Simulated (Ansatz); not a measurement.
Computed with Ansatz on PBE0-D4/def2-TZVP structures; ΔE is electronic, products minus reactants. CCSD(T)/CBS adds triple-zeta CCSD(T) − MP2 to the extrapolated MP2 energy (def2 sets, frozen cores). This one scheme is used for every species. DFT in def2-TZVPP. B3LYP here is the variant with VWN-RPA as its local correlation; programs differ in this. For Ge outer-core shells are correlated without core-valence functions, which leaves a few kJ/mol of doubt a bond. Scalar relativity is left out up to krypton. Each species was taken in one conformer, which may not be the lowest.

Reaction (hydrogenolysis of the Al–Ge bond): `F[SiH2][AlH][GeH3]` + H₂ → `F[SiH2][AlH2]` + GeH₄

(1) Is it downhill or uphill in electronic energy at CCSD(T)/CBS, and by how much? (Estimate.)

(2) What do these levels give: B3LYP-D4, ωB97M-V, B2PLYP, MP2/def2-TZVPP, CCSD(T)/def2-TZVPP, MP2/def2-QZVPP? (Best estimate.)

Largest T1 diagnostic among the species: 0.012.

Results:

(1) Computed: Uphill: ΔE = +0.16 eV.

(2) Ansatz gave: B3LYP-D4 0.12, ωB97M-V 0.09, B2PLYP 0.07, MP2/def2-TZVPP 0.13, CCSD(T)/def2-TZVPP 0.11, MP2/def2-QZVPP 0.15 eV.

The D4 term adds +0.07 eV with B3LYP and +0.04 eV with PBE0; it sums over pairs of atoms, weighted by their polarisabilities, and B3LYP, whose exchange is more repulsive, gets the larger term. In def2-TZVPP, CCSD(T) changes the Hartree–Fock value by +0.29 eV (the triples alone add +0.05 eV) and MP2 by +0.31 eV.
